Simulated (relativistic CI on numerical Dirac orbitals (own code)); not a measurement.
## Hyperfine structure of Yb XIX, mass number 171

Calculated at this level of theory: Dirac-Coulomb-Breit CI, separate exchange-only KLI orbitals for each configuration, QED by a radiative potential, unscaled Slater integrals (own radial code, finite nucleus).

Configurations in the expansion (outside the closed core [Ar] 3d10 4p6 4d10): 4s2 4f6, 4s2 4f5 5s, 4s2 4f4 5s2, 4s2 4f5 6s, 4s 4f7, 4f8. Levels of other configurations are missing.

Nuclear spin I = 1/2, μ = 0.4923 μN (tables of Stone and Pyykkö). The electronic factors are computed for point nuclear moments, without core polarisation or the Bohr-Weisskopf and QED corrections.

```json
{"Level": "4s2 4f6 7F_1", "E (eV)": "0.2536", "A (MHz)": "300.7"}
{"Level": "4s2 4f6 7F_2", "E (eV)": "0.6120", "A (MHz)": "482.7"}
{"Level": "4s2 4f6 7F_3", "E (eV)": "1.0054", "A (MHz)": "656.5"}
{"Level": "4s2 4f6 7F_4", "E (eV)": "1.4021", "A (MHz)": "810.7"}
{"Level": "4s2 4f6 7F_5", "E (eV)": "1.7841", "A (MHz)": "949.5"}
{"Level": "4s2 4f6 7F_6", "E (eV)": "2.1341", "A (MHz)": "1082"}
{"Level": "4s2 4f6 5D_1", "E (eV)": "4.7931", "A (MHz)": "578.9"}
{"Level": "4s2 4f6 5D_2", "E (eV)": "5.8056", "A (MHz)": "762.7"}
```

Levels with J = 0, under 50 % of one LS term, or S terms without an open s electron are left out. Small factors come from cancelling terms and can be off by tens of per cent or more.

At this charge energies of transitions that change n are usually good to better than 1 %, and those within a shell (Δn = 0) to a few per cent. Terms inside the open d or f shell come out 10 to 20 % too wide with unscaled integrals.

Q: Give the hyperfine levels of 4s2 4f6 7F_2 relative to its centre of gravity.

A: With K = F(F + 1) − I(I + 1) − J(J + 1), E = AK/2: F = 3/2: -724, F = 5/2: 482.7 MHz.

LS names give the leading component of a level, which can be under half, so a name can repeat, a term be missing and a line seem to break the LS rules.
